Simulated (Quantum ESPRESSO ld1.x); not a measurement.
Values are calculated unless marked as measured or tabulated.
La2+, configuration [Xe] 5d0.5 6d0.5 (fractional occupations, a model configuration). Code: ld1.x of Quantum ESPRESSO 7.5. Model: Dirac Kohn-Sham, BP86, spin-unpolarised, spherical densities, point nucleus; open shells fill j = l - 1/2 first.

Normalised radial functions P(r) = r R(r) (large component), r in bohr:

| r | 5p3/2 |
|---|---|
| 0.002677 | 0.0029 |
| 0.003687 | 0.0052 |
| 0.005077 | 0.0094 |
| 0.006936 | 0.0163 |
| 0.009552 | 0.0283 |
| 0.01315 | 0.0476 |
| 0.01811 | 0.0769 |
| 0.02475 | 0.1161 |
| 0.03408 | 0.1627 |
| 0.04693 | 0.2002 |
| 0.06463 | 0.1969 |
| 0.0883 | 0.1165 |
| 0.1216 | -0.0562 |
| 0.1675 | -0.2467 |
| 0.2306 | -0.2851 |
| 0.315 | -0.0518 |
| 0.4339 | 0.3261 |
| 0.5975 | 0.4360 |
| 0.8228 | 0.0351 |
| 1.124 | -0.5607 |
| 1.548 | -0.8703 |
| 2.132 | -0.7006 |
| 2.936 | -0.3321 |
| 4.011 | -0.0910 |
| 5.523 | -0.0123 |
| 7.606 | -0.0007 |
| 10.47 | 0.0000 |
| 14.31 | 0.0000 |
| 19.71 | 0.0000 |

5p3/2: eigenvalue -36.575 eV, 3 radial nodes at r = 0.111, 0.329, 0.838 bohr, <r> = 1.80 bohr, 90 % of the charge inside 2.60 bohr.
